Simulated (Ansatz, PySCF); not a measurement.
H11Si5 (SMILES [SiH2][Si]([SiH3])([SiH3])[SiH3]), doublet, geometry from GFN2-xTB. Base run: R2SCAN/6-31G** (PySCF).

PySCF was given this input:
```python
from pyscf import gto, scf, dft

mol = gto.M(
    atom='''
Si   -1.19166465   -0.23095990    2.02301811
Si   -0.03341758    0.02370505    0.04868929
Si    0.10752306    2.22717252   -0.77039877
Si   -1.09043303   -1.30241502   -1.56482171
Si    2.13746219   -0.77990483    0.39623217
H    -0.68120631    0.33305210    3.27804815
H    -2.63667065    0.01651455    2.09003842
H     0.75681312    3.09697006    0.21425254
H     0.84425224    2.39088959   -2.02667657
H    -1.23314727    2.77484851   -0.99471470
H    -0.41994199   -1.23485213   -2.86501026
H    -1.13154314   -2.71698256   -1.19395667
H    -2.47539023   -0.88800956   -1.79304612
H     2.84027140   -0.02754564    1.43639541
H     2.16053616   -2.18408267    0.80609118
H     2.96344697   -0.68717164   -0.80948875
''',
    basis='6-31g**',
    spin=1,
    verbose=4,
)

mf = dft.UKS(mol)
mf.xc = 'r2scan'
mf.kernel()
```

The same geometry, method and basis name were run in Ansatz (a quantum-chemistry and plane-wave program) and PySCF, at each program's defaults and at the settings that a row names. The base is PySCF at its defaults. Differences at the defaults can come from grids, fitting, cores and function types together.

```json
[
 {"code and settings": "PySCF, defaults (exact integrals, its default grid, spherical functions)", "ΔE vs base (mEh)": "0.000", "basis functions": "145", "E (Eh)": "-1453.80243", "SCF cycles": "10", "dipole (D)": "0.18", "outcome": "converged"},
 {"code and settings": "Ansatz, defaults (factorised integrals, its default grid, Cartesian functions)", "ΔE vs base (mEh)": "-8.014", "basis functions": "150", "E (Eh)": "-1453.81045", "SCF cycles": "-", "dipole (D)": "-", "outcome": "converged"},
 {"code and settings": "PySCF, density fitting with def2-universal-jkfit", "ΔE vs base (mEh)": "-0.157", "basis functions": "145", "E (Eh)": "-1453.80259", "SCF cycles": "10", "dipole (D)": "0.18", "outcome": "converged"},
 {"code and settings": "PySCF, fine grid", "ΔE vs base (mEh)": "-", "basis functions": "-", "E (Eh)": "-", "SCF cycles": "-", "dipole (D)": "-", "outcome": "cut at the time limit"},
 {"code and settings": "Ansatz, high accuracy, Cartesian functions as the basis file defines them", "ΔE vs base (mEh)": "-8.011", "basis functions": "150", "E (Eh)": "-1453.81044", "SCF cycles": "-", "dipole (D)": "-", "outcome": "converged"}
]
```

Open shells are given as the SCF converged; they aren't shown to be the lowest states, and a large step between rows can be another state.
